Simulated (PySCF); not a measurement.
Fill in the blanks.

Compound: C8H8FN.
Bonds: C1–N2 (double), N2–C3, C3–C4 (aromatic), C4–C5 (aromatic), C5–C6 (aromatic), C6–C7, C6–C8 (aromatic), C8–C9 (aromatic), C9–F10, C3–C9 (aromatic). Hydrogens: H11, H12 on C1; H13 on C4; H14 on C5; H15, H16, H17 on C7; H18 on C8.

Conformer (atom-mapped SMILES and torsion angles): `[CH2:1]=[N:2][c:3]1[cH:4][cH:5][c:6]([CH3:7])[cH:8][c:9]1[F:10]`: C1–N2–C3–C4 136°.

```json
{"property": "point group of the GFN2-xTB geometry", "level": "GFN2-xTB", "value": "?"}
{"property": "rotational constants A, B, C of the GFN2-xTB geometry", "level": "GFN2-xTB", "value": "?"}
{"property": "dipole moment", "level": "PBE0/pcSseg-1", "value": "1.57 D"}
{"property": "HOMO energy", "level": "PBE0/pcSseg-1", "value": "?"}
{"property": "LUMO energy", "level": "PBE0/pcSseg-1", "value": "?"}
{"property": "13C chemical shifts (computed TMS as zero) by class", "level": "GIAO PBE0/pcSseg-1", "value": "?"}
{"property": "1H chemical shifts (computed TMS as zero) by class", "level": "GIAO PBE0/pcSseg-1", "value": "?"}
{"property": "isotropic shieldings of nuclei other than C and H, by class", "level": "GIAO PBE0/pcSseg-1", "value": "?"}
```

The electronic properties come from PySCF, for the isolated species, density fitting. GFN2-xTB frequencies show an imaginary mode (23i cm⁻¹), so this geometry is no minimum at that level. NMR classes are plain means over equivalent atoms (diastereotopic ones count apart unless rotation or inversion swaps them), as if these changed places fast; in this geometry the members of some classes differ.

Q: What is the HOMO energy?

A: -6.45 eV.

Q: What are the 13C chemical shifts (computed TMS as zero) by class?

A: 161.0 (C1), 159.7 (C9), 141.9 (C3), 141.2 (C6), 132.8 (C4), 130.0 (C5), 122.1 (C8), 23.6 (C7) ppm.

Q: What is the LUMO energy?

A: -1.11 eV.

Q: What are the 1H chemical shifts (computed TMS as zero) by class?

A: 7.83 (H11), 7.79 (H12), 7.41 (H13), 7.26 (H14), 7.26 (H18), 2.48 (H15/H16/H17) ppm.

Q: Give the rotational constants A, B, C of the GFN2-xTB geometry.

A: 2.923, 0.967, 0.741 GHz.

Q: The point group of the GFN2-xTB geometry?

A: C1.

Q: Give the isotropic shieldings of nuclei other than C and H, by class.

A: -129 (N2), 319 (F10) ppm.

In atomic units the dipole is 0.62 e·bohr (1 au = 2.5417 D). The rotational constants make it an asymmetric top with κ = (2B − A − C)/(A − C) = -0.79, nearer the prolate limit (−1).

For the NMR shielding job (PBE0/pcSseg-1), the run took 67 s wall on an Arm Neoverse N1 with one thread, shared host, and the process peaked at 0.94 GiB of memory.

One conformer stands for the species.
